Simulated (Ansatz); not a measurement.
C6H16Cl2GeN2, SMILES `CC[N](C)[Ge]([Cl])([Cl])[N](C)CC` at its PBE0-D4/def2-TZVP geometry, where that method's forces vanish. The species carries charge 0 and has multiplicity 1.

```xyz
27

C     2.0776    0.7511   -2.6248
C     0.6001    0.9083   -2.3115
N     0.3095    0.7498   -0.8967
C     0.7352    1.8555   -0.0629
Ge   -1.1939   -0.1139   -0.3978
Cl   -1.3196   -1.9058   -1.5959
Cl   -2.9628    1.0349   -0.8791
N    -1.2067   -0.4669    1.3854
C    -2.4690   -0.3909    2.0967
C    -0.3917   -1.5790    1.8642
C     1.0376   -1.5741    1.3662
H     2.2471    0.8517   -3.6995
H     2.4324   -0.2324   -2.3097
H     2.6838    1.5093   -2.1248
H     0.0395    0.1548   -2.8702
H     0.2469    1.8897   -2.6640
H     0.4006    1.7017    0.9642
H     0.3366    2.8181   -0.4150
H     1.8270    1.9281   -0.0457
H    -2.2671   -0.2251    3.1603
H    -3.0652   -1.3106    2.0083
H    -3.0711    0.4410    1.7351
H    -0.8653   -2.5434    1.6212
H    -0.3867   -1.5077    2.9586
H     1.5849   -2.3952    1.8340
H     1.1007   -1.7107    0.2851
H     1.5398   -0.6382    1.6180
```

**Question.** What forces (eV/Å) does PBE-D4/def2-TZVPP give on these atoms in Ansatz? (Estimate.)

**Answer.** Computed: 
```
C1   0.040 -0.002 -0.013
C2   0.000 -0.005 -0.101
N3   0.266 -0.059  0.020
C4   0.014  0.074  0.069
Ge5 -0.124 -0.045 -0.073
Cl6 -0.008 -0.346 -0.238
Cl7 -0.352  0.236 -0.085
N8   0.106  0.165  0.254
C9  -0.100  0.023  0.020
C10  0.086 -0.065 -0.016
C11  0.034 -0.017  0.001
H12  0.043  0.020 -0.208
H13  0.079 -0.191  0.056
H14  0.130  0.146  0.094
H15 -0.126 -0.153 -0.110
H16 -0.080  0.213 -0.085
H17 -0.065 -0.029  0.210
H18 -0.077  0.218 -0.068
H19  0.232  0.025  0.005
H20  0.038  0.030  0.226
H21 -0.143 -0.193 -0.003
H22 -0.128  0.169 -0.077
H23 -0.102 -0.219 -0.038
H24 -0.010  0.010  0.234
H25  0.118 -0.159  0.088
H26  0.017 -0.025 -0.209
H27  0.109  0.179  0.048
```
